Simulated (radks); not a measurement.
The numbers below are computed, except where a source is named.
All-electron atom: O2+ in [He] 2s2 2p2.

Level of theory: scalar-relativistic Kohn-Sham, PBEsol, spin-polarised, spherical densities, finite nucleus; open shells are filled with parallel spins first; Fermi nuclear charge, rms radius 2.6991 fm (a radial shooting solver on a logarithmic mesh with Libxc functionals).

Energy parts (eV):
part                     energy
total                 -1986.616
kinetic                1984.866
electron-nucleus      -4506.551
Hartree                 729.053
exchange-correlation   -193.983

Orbitals (lengths in bohr, moments of r in powers of bohr; r(90%) holds 90 % of the orbital's charge):
orbital	occ.	eigenvalue (eV)	r(90%)
1s up	1	-556.0290	0.358
1s down	1	-554.1887	0.357
2s up	1	-59.8982	1.60
2s down	1	-55.1735	1.64
2p up	2	-44.9790	1.64
2p down	0	-40.0527	1.72

The highest occupied level is 2p up at -44.979 eV. Spin moment in Bohr magnetons: 2. Summed over all electrons, <r^2> = 5.078 bohr^2, which gives a Langevin (diamagnetic) susceptibility term of -4.02 x 10^-6 cm^3/mol. The density falls to 0.001 e/bohr^3 at r = 2.56 bohr. The electron density at the nucleus is 323.7 e/bohr^3 (large components only). For comparison, the ionisation energy in NIST's Atomic Spectra Database is 54.936 eV (semi-empirical). In exact Kohn-Sham theory the highest level is minus the ionisation energy, but local and semilocal functionals leave it too shallow, through self-interaction and a potential that decays too fast; potentials with the right tail come closer. The spin density at the nucleus is -0.1007 e/bohr^3 (1s -0.7120, 2s 0.6114).
